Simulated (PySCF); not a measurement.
N,N-dimethyl-1-methylsilylmethanamine (C4H13NSi), SMILES C([SiH2]C)N(C)C. Geometry: PBE0-D3(BJ)/def2-SVP. One conformer was computed; it need not be the lowest.

Computed equilibrium geometry at PBE0-D3(BJ)/def2-SVP (PySCF confirms it by a frequency run) as bond lengths and angles (one conformer of several):
Atoms: C1 Si2 C3 N4 C5 C6 H7 H8 H9 H10 H11 H12 H13 H14 H15 H16 H17 H18 H19. Bonded distances (Å): C1–Si2 1.881, C1–H7 1.101, C1–H8 1.101, C1–H9 1.101, Si2–C3 1.899, Si2–H10 1.498, Si2–H11 1.497, C3–N4 1.445, C3–H12 1.120, C3–H13 1.105, N4–C5 1.440, N4–C6 1.439, C5–H14 1.115, C5–H15 1.101, C5–H16 1.101, C6–H17 1.101, C6–H18 1.115, C6–H19 1.101. Angles (°): Si2–C1–H7 110.8, Si2–C1–H8 111.0, Si2–C1–H9 111.0, H7–C1–H8 107.8, H7–C1–H9 108.1, H8–C1–H9 108.0, C1–Si2–C3 108.5, C1–Si2–H10 109.0, C1–Si2–H11 110.6, C3–Si2–H10 111.4, C3–Si2–H11 109.5, H10–Si2–H11 107.8, Si2–C3–N4 116.2, Si2–C3–H12 108.4, Si2–C3–H13 105.1, N4–C3–H12 112.7, N4–C3–H13 108.5, H12–C3–H13 105.2, C3–N4–C5 112.3, C3–N4–C6 113.5, C5–N4–C6 112.1, N4–C5–H14 113.3, N4–C5–H15 110.2, N4–C5–H16 110.2, H14–C5–H15 107.7, H14–C5–H16 107.6, H15–C5–H16 107.8, N4–C6–H17 110.0, N4–C6–H18 113.4, N4–C6–H19 110.8, H17–C6–H18 107.6, H17–C6–H19 107.4, H18–C6–H19 107.4.
Charge 0, spin multiplicity 1.
